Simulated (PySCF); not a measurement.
ammonia borane (BH6N), SMILES [BH3-][NH3+].

The structure is a stationary point at B3LYP-D3(BJ)/def2-TZVP.

Calculation: B3LYP-D3(BJ)/def2-TZVP (PySCF 2.14.0).

No scaling factor is applied to the harmonic values.

Modes within 1.5 cm⁻¹ of each other (mostly degenerate sets) share a row, with their intensities summed.

Question: Give all harmonic wavenumbers and intensities. (An estimate is asked for; the answer gives what the named calculation found.)

Answer: 
```csv
mode,ν (cm⁻¹),IR (km/mol),moving atoms (share of kinetic energy)
1,267,0.0,H 100 %
2,648,13.8,"B 51 %, N 37 %, H 13 %"
3–4,652,4.4,H 96 %
5–6,1068,63.5,"H 73 %, B 16 %, N 12 %"
7–8,1190,8.9,H 95 %
9,1194,134.6,"H 87 %, B 13 %"
10,1331,114.4,"H 85 %, N 15 %"
11–12,1668,56.6,H 95 %
13,2437,64.0,H 98 %
14–15,2491,489.6,"H 89 %, B 11 %"
16,3449,2.3,H 98 %
17–18,3548,65.9,"H 92 %, N 8 %"
```
